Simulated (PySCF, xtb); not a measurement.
C₅H₅FO, SMILES C1C[C@](C=1)(F)C=O.

GFN2-xTB run with xtb at its own geometry gives an orbital gap of 3.44 eV and a dipole moment of 1.61 D.

Coordinates come from a r2SCAN-D4/def2-SVP optimisation. The structure was generated by enumeration; whether it is a known compound was not checked. Other conformers were not sampled.

What does M06-2X/def2-TZVP in PySCF give? (The exact figures need the calculation; the answer reports its results.)

gap 8.64 eV (levels -9.02 and -0.37 eV), dipole 1.62 D.
